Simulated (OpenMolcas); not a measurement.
Ru3+ with 4 ligands (oxide) in tetrahedral coordination (Td) at 1.93 Å. A charge of +1.25 e stands 2.8 Å behind each ligand. Ligand basis ANO-RCC-VDZP.
```
Ru    0.0000    0.0000    0.0000
O     1.1143    1.1143    1.1143
O     1.1143   -1.1143   -1.1143
O    -1.1143    1.1143   -1.1143
O    -1.1143   -1.1143    1.1143
```

```json
{"Program": "OpenMolcas", "Method": "SS-CASPT2, IPEA 0.25 Eh, imaginary shift 0.1 Eh (closed shells correlated: 4s 4p and the ligand valence shells)", "Basis": "ANO-RCC-VDZP [6s5p3d1f]", "Scalar Hamiltonian": "DKH2, point nucleus", "Active space": "5 electrons in 5 orbitals (4d)", "State averaging": "2S+1 = 6 even, 1 root; 2S+1 = 4 even, 24 roots; 2S+1 = 2 even, 75 roots", "Spin-orbit coupling": "state interaction with AMFI integrals over the reference wave functions"}
```

Task: What is the spin-free ground state (labels of Td)?

Result: 6A1, 1-fold in its orbital part; it has the highest spin that d5 allows.

Task: What are the lowest two levels with spin-orbit coupling?

Result: A 2-fold level with g = 3.31, 3.31, 3.31, then a 4-fold level Γ8 2 cm-1 above it. Their leading multiplicities are 6 (97 %) and 6 (97 %).

Task: What is χT at 300 K, and how does it compare with the textbook value?

Result: The lowest level has 2S+1 = 6, for which the spin-only value is χT = S(S+1) / 2 = 4.375 cm3 K/mol (g = 2). The computed 4.320 at 300 K differs by -0.055, through orbital momentum, spin-orbit coupling and any other state in reach.

Roots that are degenerate in the reference are averaged as groups; the widest CASPT2 spread within a group is 430 cm-1 (the 3-fold group of multiplicity 4 near 9050 cm-1 above the lowest state of its run). Shifts and gaps below about the spread of the groups concerned are not significant. Over all roots computed the reference weight is 0.67 to 0.70; a low but even weight reflects the number of correlated electrons. The least metal-like active orbital is 81 % on the metal (Löwdin) and no ligand orbital is active, so the numbers are rough. The oxide ions are held by bare point charges, a crude embedding. Ligand-to-metal charge-transfer states are missing. These CASPT2 states fit no ligand-field parameters well, so their order and spin gaps are uncertain. With no ligand orbital active B as a rule stays too high, so bands that hang on it stand too high and its fall with covalency is understated. With one d shell and no ligand orbital active, 10Dq can be off by a tenth or more. No measured value stands beside these numbers; the geometry is a model, was not optimised and need not be the one that this ion takes.
